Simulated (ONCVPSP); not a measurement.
# What one change does to a pseudopotential (sulfur (S), ONCV)

S (Z = 16), optimised norm-conserving Vanderbilt (ONCV), made with ONCVPSP 4.0.1 (LDA (Perdew-Wang 92), scalar-relativistic). Core [Ne], reference 3s2 3p2 (charge +2). Waves: 3s: rc 1.40 bohr, ncon 4, nbas 9, qcut 5.5 1/bohr, 1 projector; 3p: rc 1.15 bohr, ncon 5, nbas 9, qcut 8.1 1/bohr, 3 projectors, debl 1.6 Ha. Local part: polynomial inside 0.75 bohr (lpopt 5, dvloc0 0 Ha). Core correction: Teter function, fcfact 2.75, rcfact 1.45.

Change: p: nbas 8.

Cutoffs: the cutoffs (Ha) at which the residual kinetic energy of the hardest occupied pseudo-wave falls to 1 and 0.1 mHa per electron; they do not see the model core or the augmentation charge, which bear on the density cutoff. Errors are all-electron minus pseudo energies relative to the spin-unpolarised reference configuration.

How do hardness, ghosts and transferability respond?

The potential gets softer (146 Ha and 193 Ha → 124 Ha and 149 Ha); both files keep a bound ghost (p, s); the errors of the 4 common tests hardly move.

```csv
quantity,base,changed
"cutoff, loose",146 Ha,124 Ha
"cutoff, tight",193 Ha,149 Ha
loose cutoff by channel,"s 13 Ha, p 146 Ha","s 13 Ha, p 124 Ha"
bound ghosts,"s, p","s, p"
GHOST(+) flags under 300 eV,none,p at 286.2 eV
"error for 3s2 3p4, meV [ΔE -34.23 eV]",-27,-27
"error for 3s2 3p3, meV [ΔE -22.37 eV]",-8.0,-8.3
"error for 3s2 3p1, meV [ΔE 34.15 eV]",-12,-12
"error for 3s1 3p4, meV [ΔE -11.57 eV]",+2.5,+2.4
s: phases at 1.42 bohr within 0.05 rad from the reference energy up to (Ha; the scan ends near 5),to the end of the scan,to the end of the scan
p: phases at 1.17 bohr within 0.05 rad from the reference energy up to (Ha; the scan ends near 5),to the end of the scan,to the end of the scan
"rms error of d²Exc/dni dnj with the model core, mHa",1.39,1.37
```

 A true bound ghost makes a file unfit for plane-wave use even where its test errors are small: the radial tests pick states by their node count and pass the ghost by.
